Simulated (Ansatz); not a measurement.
Spectroscopic constants of ScCl, multiplicity 3 (not the ground state: that is measured with 2S+1 = 1). No spin–orbit coupling. Sc is treated without relativity.

Constants: fifth-degree fit in 1/R to seven points, most abundant isotopes. In def2 and cc sets the state is the lowest found near the PBE0 minimum, followed along R.

Correlated levels freeze the inner cores; with def2 sets outer-core shells near the valence are correlated too.

Programs: Ansatz (Gaussian orbitals). 

Question: What bond length and harmonic frequency does PBE/def2-TZVPP give?

Answer: r_e = 2.297 Å, ω_e = 403 cm⁻¹.

Question: What bond length and harmonic frequency does PBE0/def2-TZVPP give?

Answer: r_e = 2.308 Å, ω_e = 404 cm⁻¹.

Question: What bond length and harmonic frequency does CCSD(T)/def2-TZVPP give?

Answer: r_e = 2.338 Å, ω_e = 399 cm⁻¹.

Ansatz is an electronic-structure program.
